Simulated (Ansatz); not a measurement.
`CB(C)BN` + `[NH2][Ga]([F])[F]` → `CBBN` + `C[NH][Ga]([F])[F]`  (redistribution)

Program: Ansatz. Geometries: PBE0-D4/def2-TZVP. ΔE: electronic, gas phase. CCSD(T)/CBS adds triple-zeta CCSD(T) − MP2 to the extrapolated MP2 energy (def2 sets, frozen cores). DFT in def2-TZVPP. B3LYP here is the variant with VWN-RPA as its local correlation; programs differ in this. For Ga outer-core shells are correlated without core-valence functions, which leaves a few kJ/mol of doubt a bond. Scalar relativity is left out up to krypton. One conformer a species, not always the lowest.

`CB(C)BN`:

Cartesian coordinates in Å:
```
C 1.586 -0.727 -0.212
B 0.306 0.082 0.208
C 0.494 1.554 0.723
B -1.217 -0.640 0.171
N -2.072 -0.681 -0.929
H 2.515 -0.372 0.245
H 1.514 -1.811 -0.101
H 1.690 -0.543 -1.294
H 0.585 1.463 1.817
H -0.353 2.223 0.551
H 1.416 2.033 0.382
H -1.632 -1.183 1.169
H -2.974 -1.127 -0.908
H -1.858 -0.271 -1.822
```

`[NH2][Ga]([F])[F]`:

Z-matrix (Å, degrees):
```
N
Ga 1 1.790
H 1 1.006 2 121.0
H 1 1.006 2 121.0 3 -152.9
F 2 1.739 1 122.4 3 -15.2
F 2 1.739 1 122.4 3 168.4
```

`CBBN`:

```xyz
11

C    -1.398    1.041    0.372
B    -0.020    0.769   -0.313
B     1.032   -0.463    0.120
N     1.109   -1.731   -0.449
H    -2.143    1.474   -0.301
H    -1.189    1.833    1.110
H    -1.835    0.206    0.922
H     0.337    1.587   -1.126
H     1.812   -0.244    1.017
H     1.769   -2.427   -0.147
H     0.525   -2.045   -1.205
```

`C[NH][Ga]([F])[F]`:

Cartesian coordinates in Å:
```
C -0.687 1.059 -0.358
N -0.314 -0.340 -0.392
Ga 0.954 -1.121 0.593
F 1.900 -0.212 1.739
F 1.333 -2.815 0.484
H -1.734 1.195 -0.066
H -0.074 1.592 0.370
H -0.539 1.544 -1.329
H -0.838 -0.901 -1.042
```

```csv
level,ΔE (kJ/mol),difference from CCSD(T)/CBS
PBE0-D4,89.0,-0.2
B3LYP-D4,84.7,-4.5
ωB97X-V,85.0,-4.2
ωB97M-V,89.7,0.5
B2PLYP,85.8,-3.4
r2SCAN,91.0,1.8
PBE0,87.9,-1.3
HF/def2-TZVPP,78.0,-11.2
MP2/def2-TZVPP,91.0,1.8
CCSD/def2-TZVPP,86.0,-3.2
CCSD(T)/def2-TZVPP,87.1,-2.1
HF/def2-QZVPP,77.9,-11.3
MP2/def2-QZVPP,92.2,3.0
HF/CBS(def2),77.9,-11.3
MP2/CBS(def2),93.1,3.9
CCSD/CBS(def2),88.1,-1.1
CCSD(T)/CBS,89.2,0
```

Largest T1 diagnostic among the species: 0.014.

In def2-TZVPP, CCSD(T) changes the Hartree–Fock value by +9.1 kJ/mol (the triples alone add +1.1 kJ/mol) and MP2 by +13.0 kJ/mol.
